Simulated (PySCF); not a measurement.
An unknown is described by computed data only.

Formula: C3H10O3Si3.

| Quantity | Value |
| --- | --- |
| Dipole | 1.67 D [PBE0/pcSseg-1] |
| 1H NMR | chemical shifts (computed TMS as zero) by class: 5.28 (3 H), 5.25 (1 H), 5.13 (1 H), 4.27 (1 H), 3.90 (3 H), 2.07 (1 H) ppm [GIAO PBE0/pcSseg-1] |
| Rotational structure | rotational constants A, B, C: 1.214, 0.755, 0.529 GHz [GFN2-xTB] |
| 13C NMR | chemical shifts (computed TMS as zero) by class: 104.4 (1 C), 90.9 (1 C), 51.1 (1 C) ppm [GIAO PBE0/pcSseg-1] |
| NMR, other nuclei | isotropic shieldings of nuclei other than C and H, by class: 270 (1 O), 290 (1 O), 301 (1 O), 393 (1 Si), 407 (1 Si), 422 (1 Si) ppm [GIAO PBE0/pcSseg-1] |

Electronic properties: PySCF, gas phase, density fitting. Levels stand in brackets. One conformer (not necessarily the lowest) at the GFN2-xTB geometry, without solvent, vibrations or thermal averaging. Each NMR value is the plain mean over a class of atoms that symmetry, rotation or inversion makes alike.

**Question.** Give a SMILES that accounts for the data.

**Answer.** Numbering: `[CH:1]#[C:2][SiH2:3][O:4][Si@H:5]([O:6][CH3:7])[O:8][SiH3:9]`. Its formula, C3H10O3Si3, gives 2 degrees of unsaturation: 0 rings and 2 π bonds in the structure found. 3 carbons fall into 3 classes; from least to most shielded: terminal alkyne carbon [C1] (104.4 ppm), alkyne carbon [C2] (90.9 ppm), methoxy carbon [C7] (51.1 ppm). Hydrogen classes from least to most shielded: 3 H on an oxygen-bound silicon, Si9 (5.28 ppm), 1 H on an oxygen-bound silicon, Si3 (5.25 ppm), 1 H on an oxygen-bound silicon, Si3 (5.13 ppm), 1 H on an oxygen-bound silicon, Si5 (4.27 ppm), 3 H on a methoxy carbon, C7 (3.90 ppm), 1 H on a terminal alkyne carbon, C1 (2.07 ppm). The other shieldings belong to: 270 ppm, siloxane oxygen [O4]; 290 ppm, siloxane oxygen [O8]; 301 ppm, silyl ether oxygen [O6]; 393 ppm, oxygen-bound silicon [Si9]; 407 ppm, oxygen-bound silicon [Si3]; 422 ppm, oxygen-bound silicon [Si5]. The optimised geometry has point group C1 and is an asymmetric top. Structure: `C#C[SiH2]O[Si@H](OC)O[SiH3]`. The assignments are read from this structure; whether some other isomer fits the data as well wasn't checked. The mirror image fits equally.

The values belong to the conformer `[CH:1]#[C:2][SiH2:3][O:4][Si@H:5]([O:6][CH3:7])[O:8][SiH3:9]`: C2–Si3–O4–Si5 -47°, Si3–O4–Si5–O6 141°, O4–Si5–O6–C7 -167°, O4–Si5–O8–Si9 60°.
